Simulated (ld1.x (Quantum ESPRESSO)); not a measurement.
# Configuration tests for zinc (Zn) (TM)

| Property | Result |
| --- | --- |
| Element | zinc (Zn) |
| Generator | ld1.x (Quantum ESPRESSO) 7.5 |
| Type | norm-conserving Troullier–Martins (Kleinman–Bylander form) |
| Functional | BLYP |
| Relativity | scalar-relativistic |
| Frozen core | [Ar] 3d10 |
| Valence charge | 2 |
| Reference configuration | 4s2 4p0 |
| Partial waves | 4s (bound): rc 1.90 bohr; 4p (bound, empty): rc 3.25 bohr; 4d channel at -0.1 Ry: rc 3.25 bohr |
| Local potential | all-electron potential smoothed inside 1.85 bohr (lloc = -1) |
| Core correction | none |

Energies are relative to the spin-unpolarised reference configuration 4s2 4p0; without spin polarisation the order of configurations can differ from experiment. The frozen-core shift is the all-electron ΔE with the core orbitals held at their reference shape minus the fully relaxed ΔE.

(1) Give the all-electron excitation energy and the error of the potential for: 4s1 4p0; 4s1.5 4p0; 4s1 4p1; 4s0 4p1; 4s0 4p2.

Levels in the configuration 4s0 4p2:

| level | all-electron (eV) | pseudo (eV) |
| --- | --- | --- |
| 4p | -2.762 | -2.795 |

Results:

(1)

```csv
valence configuration,charge,ΔE all-electron (eV),error AE − PS (meV),frozen-core shift (meV)
4s1 4p0,+1,9.940,+60,+116
4s1.5 4p0,+0.5,3.948,+8.3,+24
4s1 4p1,0,5.108,+24,+33
4s0 4p1,+1,16.293,+203,n/a
4s0 4p2,0,10.657,+169,+123
```

ld1.x printed “convergence not achieved” for 3 of the counted tests; their residual had stalled under 1e-8, short of the target of 1e-14.
